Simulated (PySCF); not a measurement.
## input.py for Cl3Se

The script input.py:

```python
from pyscf import gto, scf, mp

mol = gto.M(
    atom='Se 0 -0.2614 -0.2869; Cl 0 0.0141 1.8288; Cl 2.1956 0.2902 -0.5868; Cl -2.1956 0.2902 -0.5868',
    basis='6-31g',
    charge=0,
    spin=1,
    verbose=4,
)
mf = scf.UHF(mol)
mf = mf.density_fit(auxbasis='def2-universal-jkfit')
mf.kernel()
mp.MP2(mf).kernel()
mf.dip_moment()
print('orbital energies (hartree):', [e[max(0, n-3):n+3].round(4) for e, n in zip(mf.mo_energy, mol.nelec)])
```

```bash
$ OMP_NUM_THREADS=1 python input.py
```

Output (some set-up lines and the per-cycle HOMO/LUMO lines with their warnings removed):

```
PySCF version 2.14.0

[INPUT] verbose = 4
[INPUT] num. atoms = 4
[INPUT] num. electrons = 85
[INPUT] charge = 0
[INPUT] spin (= nelec alpha-beta = 2S) = 1
[INPUT] symmetry False subgroup None
[INPUT] Mole.unit = angstrom
[INPUT] Symbol           X                Y                Z      unit          X                Y                Z       unit  Magmom
[INPUT]  1 Se     0.000000000000  -0.261400000000  -0.286900000000 AA    0.000000000000  -0.493974408961  -0.542162425138 Bohr   0.0
[INPUT]  2 Cl     0.000000000000   0.014100000000   1.828800000000 AA    0.000000000000   0.026645138356   3.455931136605 Bohr   0.0
[INPUT]  3 Cl     2.195600000000   0.290200000000  -0.586800000000 AA    4.149082679095   0.548398521349  -1.108891289895 Bohr   0.0
[INPUT]  4 Cl    -2.195600000000   0.290200000000  -0.586800000000 AA   -4.149082679095   0.548398521349  -1.108891289895 Bohr   0.0

nuclear repulsion = 539.429791508683
number of shells = 32
number of NR pGTOs = 228
number of NR cGTOs = 66
basis = 6-31g
ecp = {}

******** <class 'pyscf.df.df_jk.DFUHF'> ********
method = DFUHF
initial guess = minao
damping factor = 0
level_shift factor = 0
DIIS = <class 'pyscf.scf.diis.CDIIS'>
diis_start_cycle = 1
diis_space = 8
diis_damp = 0
SCF conv_tol = 1e-09
SCF conv_tol_grad = None
SCF max_cycles = 50
direct_scf = False
number electrons alpha = 43  beta = 42
Set gradient conv threshold to 3.16228e-05
******** <class 'pyscf.df.df.DF'> ********
auxbasis = def2-universal-jkfit
init E= -3777.22474474548

cycle= 1 E= -3777.67997352434  delta_E= -0.455  |g|= 0.306  |ddm|= 1.93
cycle= 2 E= -3777.75633192396  delta_E= -0.0764  |g|= 0.179  |ddm|= 0.972
cycle= 3 E= -3777.77689208614  delta_E= -0.0206  |g|= 0.0348  |ddm|=  0.3
cycle= 4 E= -3777.77946289096  delta_E= -0.00257  |g|= 0.0219  |ddm|= 0.0977
cycle= 5 E= -3777.78204068577  delta_E= -0.00258  |g|= 0.0165  |ddm|= 0.131
cycle= 6 E= -3777.78388731028  delta_E= -0.00185  |g|= 0.0126  |ddm|= 0.123
cycle= 7 E= -3777.78570244859  delta_E= -0.00182  |g|= 0.00643  |ddm|= 0.189
cycle= 8 E= -3777.7861225796  delta_E= -0.00042  |g|= 0.00242  |ddm|= 0.103
cycle= 9 E= -3777.7861610775  delta_E= -3.85e-05  |g|= 0.00133  |ddm|= 0.024
cycle= 10 E= -3777.78617260752  delta_E= -1.15e-05  |g|= 0.000778  |ddm|= 0.0118
cycle= 11 E= -3777.78617646738  delta_E= -3.86e-06  |g|= 0.000452  |ddm|= 0.00625
cycle= 12 E= -3777.78617800823  delta_E= -1.54e-06  |g|= 0.000231  |ddm|= 0.00582
cycle= 13 E= -3777.78617824732  delta_E= -2.39e-07  |g|= 0.000151  |ddm|= 0.0022
cycle= 14 E= -3777.78617836385  delta_E= -1.17e-07  |g|= 8.81e-05  |ddm|= 0.00143
cycle= 15 E= -3777.7861784118  delta_E= -4.79e-08  |g|= 5.23e-05  |ddm|= 0.00076
cycle= 16 E= -3777.78617843094  delta_E= -1.91e-08  |g|= 2.48e-05  |ddm|= 0.000547
cycle= 17 E= -3777.78617843539  delta_E= -4.45e-09  |g|= 1.03e-05  |ddm|= 0.000315
cycle= 18 E= -3777.78617843593  delta_E= -5.35e-10  |g|= 4.53e-06  |ddm|= 9.81e-05
Extra cycle  E= -3777.78617843599  delta_E= -6.46e-11  |g|= 3.39e-06  |ddm|= 1.41e-05
converged SCF energy = -3777.78617843599  <S^2> = 0.81876987  2S+1 = 2.0676265

******** <class 'pyscf.mp.dfump2.DFUMP2'> ********
nocc = (np.int64(43), np.int64(42)), nmo = (66, 66)
E(DFUMP2) = -3778.13973227872  E_corr = -0.353553842728759
E(SCS-DFUMP2) = -3778.11911165788  E_corr = -0.332933221884267
E_corr(same-spin) = -0.105382372373359
E_corr(oppo-spin) = -0.248171470355401
Dipole moment(X, Y, Z, Debye):  0.00000, -0.98170, -0.48520
orbital energies (hartree): [array([-0.4893, -0.4534, -0.4092, -0.0097,  0.0207,  0.3205]), array([-0.4792, -0.4667, -0.414 , -0.076 , -0.0026,  0.0534])]
```

In short: E(SCF) = -3777.786178 Eh, E(MP2) − E(SCF) = -0.35355 Eh, ⟨S²⟩ = 0.819, μ(SCF) = 1.10 D.

Hardware: Arm Neoverse N1, 1 thread, shared host. Wall time 5.1 s, peak memory 0.15 GiB.

No search for the lowest solution was made.
